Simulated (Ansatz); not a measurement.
Species: CH2Cl3Si (charge 0, doublet). It need not be the lowest isomer of its formula. 
Geometry from a B3LYP-D3(BJ)/def2-TZVP (Ansatz, a quantum-chemistry and plane-wave program) optimisation:
```
Si
C 1 1.8172
H 2 1.0829 1 121.77
H 2 1.0830 3 116.48 1 177.77
Cl 1 2.0466 2 110.18 3 -29.10
Cl 1 2.0469 2 110.21 3 -149.87
Cl 1 2.0514 2 111.06 3 90.56
```
Charge 0, spin multiplicity 2.

Total electronic energies in hartree. Correlated levels leave the core frozen unless marked. Open shells are spin-unrestricted. No spin-orbit coupling. Non-relativistic unless marked X2C. Basis-set limits of correlation are two-point, X^-3; Hartree-Fock from the larger set. [CCSD(T)-MP2]/basis is that difference in the basis named.

```tsv
level	program	energy (Eh)
HF/cc-pV(Q+d)Z	Ansatz	-1706.71085
PBE-D4/def2-TZVPD	Ansatz + dftd4	-1708.82301
PBE0/6-31G*	Ansatz	-1708.81415
BHLYP-D3(BJ)/def2-TZVPD	Ansatz + dftd3	-1709.57560
r2SCANh-D4/def2-TZVPD	Ansatz + dftd4	-1709.44446
HSE06-D3(BJ)/def2-TZVPD	Ansatz + dftd3	-1708.93580
HSE06/def2-TZVPD	Ansatz	-1708.92848
LC-wPBE-D3(BJ)/def2-TZVPD	Ansatz + dftd3	-1709.09710
B2GP-PLYP-D3(BJ)/def2-TZVPD	Ansatz + dftd3	-1708.85624
MP2/cc-pV(D+d)Z	Ansatz	-1707.22910
SCS-MP2/cc-pV(T+d)Z	Ansatz	-1707.49581
CCSD/cc-pVTZ	Ansatz	-1707.56188
CCSD/cc-pwCVTZ	Ansatz	-1707.58580
X2C-CCSD(T)/cc-pVTZ-DK	Ansatz	-1712.44191
RI-MP2/CBS(cc-pV(T+d)Z,cc-pV(Q+d)Z)+[CCSD(T)-MP2]/cc-pV(T+d)Z	Ansatz	-1707.7627
```

Totals of different functionals don't rank their quality; only differences between species are comparable.
